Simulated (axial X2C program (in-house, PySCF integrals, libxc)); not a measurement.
What spin–orbit coupling does to TeBr⁻

Computed with an axial X2C code built on PySCF integrals. Spin-free means the one-electron spin-free X2C Hamiltonian; two-component (2c) means X2C with spin–orbit coupling and atomic mean-field two-electron Coulomb and Gaunt terms, so the difference of the two also holds small scalar two-electron terms. Basis: Te dyall-acv3z [12s13p9d5f1g], Br dyall-acv3z [9s10p7d5f1g] (cores contracted in-house); Gaussian nuclei, density fitting, unrestricted open shells. Masses: Te 129.906 u, Br 78.918 u.

Spin-free state: M_S = 0, Λ = 0 (closed shell); fragments Te + Br-.

| level | Re (Å) | ωe (cm⁻¹) | De (eV) | μ (D) |
| --- | --- | --- | --- | --- |
| PBE0 | 2.580 | 223.0 | 1.586 | 0.52 |
| BHandHLYP | 2.596 | 217.8 | 1.317 | 0.24 |

Dipoles are positive if Br is the positive end and refer to the centre of mass.

Two-component determinant lowest at the distance of the search:

Ω = 0 (closed shell); fragments Te + Br-.

| level | Re (Å) | ωe (cm⁻¹) | De (eV) | μ (D) |
| --- | --- | --- | --- | --- |
| PBE0 | 2.601 | 209.0 | 1.383 | 0.30 |
| BHandHLYP | 2.622 | 201.0 | 1.036 | -0.03 |

Problem. From the two tables, how do the constants change at the PBE0 level (2c against spin-free)?

Solution. At the PBE0 level Re increases by 0.021 Å and ωe drops by 14.0 cm⁻¹; De changes by -0.203 eV.

One determinant describes the state; a PBE0 search over occupations chose it and may have missed a lower one. Closed shells are restricted here (equal orbitals for both partners); the stretched side of such a curve lies too high. Dissociation energies refer to the lowest single-determinant-based atoms at the same level and basis. Without a current term, density functionals place determinants with orbital angular momentum somewhat too high.
